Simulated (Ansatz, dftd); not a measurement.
Reaction: H5Si2O (SMILES O[SiH][SiH3], doublet) → H5Si2O (SMILES [SiH2]O[SiH3], doublet)
Each species at its own B3LYP-D3(BJ)/def2-TZVP minimum (Ansatz, an electronic-structure program), one conformer.

Property: isomerisation energy (electronic), in kcal/mol. Radicals and triplets start from unrestricted determinants; spin-orbit coupling is neglected. Cores are frozen in correlated methods. Rows without X2C or -DK are non-relativistic. CBS(X,Y): correlation extrapolated as X^-3, Hartree-Fock from the larger set. A bracket is a step between two methods taken in the basis named. Functionals run without relativity, which enters their misses. Double hybrids freeze cores in their MP2 part. '+ core + X2C': CCSD(T) terms for core correlation (cc-pwCVTZ, 1s frozen past Ne) and scalar relativity (cc-pVTZ-DK).

```
level                                                                                        program  isomerisation energy (kcal/mol)
------------------------------------------------------------------------------------  --------------  -------------------------------
r2SCAN/def2-TZVPD                                                                             Ansatz                            -20.4
PBE0/def2-TZVPD                                                                               Ansatz                            -18.0
wB97X-V/def2-TZVPD                                                                            Ansatz                              [?]
B2PLYP-D4/def2-TZVPD                                                                  Ansatz + dftd4                              [?]
MP2/cc-pV(T+d)Z                                                                               Ansatz                            -25.3
CCSD/cc-pV(D+d)Z                                                                              Ansatz                            -21.1
CCSD/cc-pV(Q+d)Z                                                                              Ansatz                            -24.1
CCSDT(Q)/cc-pV(D+d)Z                                                                          Ansatz                            -20.1
CCSD(T)/CBS(cc-pV(T+d)Z,cc-pV(Q+d)Z) + [CCSDT(Q) - CCSD(T)]/cc-pV(D+d)Z + core + X2C          Ansatz                              [?]
```

**Question.** Fill in the missing entries.

**Answer.** 
- wB97X-V/def2-TZVPD, isomerisation energy (kcal/mol): -21.8
- B2PLYP-D4/def2-TZVPD, isomerisation energy (kcal/mol): -23.7
- CCSD(T)/CBS(cc-pV(T+d)Z,cc-pV(Q+d)Z) + [CCSDT(Q) - CCSD(T)]/cc-pV(D+d)Z + core + X2C, isomerisation energy (kcal/mol): -22.2
